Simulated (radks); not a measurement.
Polarisability of neutral ruthenium, [Kr] 4d7 5s1, at imaginary frequency. Calculated with a radial shooting solver on a logarithmic mesh with Libxc functionals: non-relativistic Kohn-Sham, LDA (Slater exchange, Perdew-Wang correlation), spin-unpolarised, spherical densities, point nucleus; relativity is left out, which matters for an element this heavy. Response by self-consistent Sternheimer equations with the Hartree and adiabatic LDA kernel.

| w (hartree) | alpha1(iw) (bohr^3) |
|---|---|
| 0.00266 | 67.21 |
| 0.0143 | 66.61 |
| 0.0360 | 63.53 |
| 0.0697 | 55.64 |
| 0.118 | 43.52 |
| 0.186 | 31.10 |
| 0.280 | 21.32 |
| 0.413 | 14.45 |
| 0.605 | 9.687 |
| 0.892 | 6.302 |
| 1.35 | 3.844 |
| 2.12 | 2.086 |
| 3.59 | 0.9346 |
| 6.94 | 0.3177 |
| 17.5 | 0.07145 |

Static values: alpha1 = 67.23 bohr^3 (9.962 angstrom^3; uncoupled 114.1). C6 = 629.8, triple-dipole C9 = 28580 atomic units. One-pole (London) frequency 4 C6 / (3 alpha1^2) = 0.186 hartree, against 0.153 for minus the highest occupied eigenvalue. The dipole shielding factor is 1.000, as the force sum rule N/Z = 1.000 demands. Recommended static value: 72 bohr^3 (Schwerdtfeger and Nagle, 2023 table).

Beside tabulated values, note that spin-unpolarised runs miss the spin-polarisation part of the exchange energy of open shells.
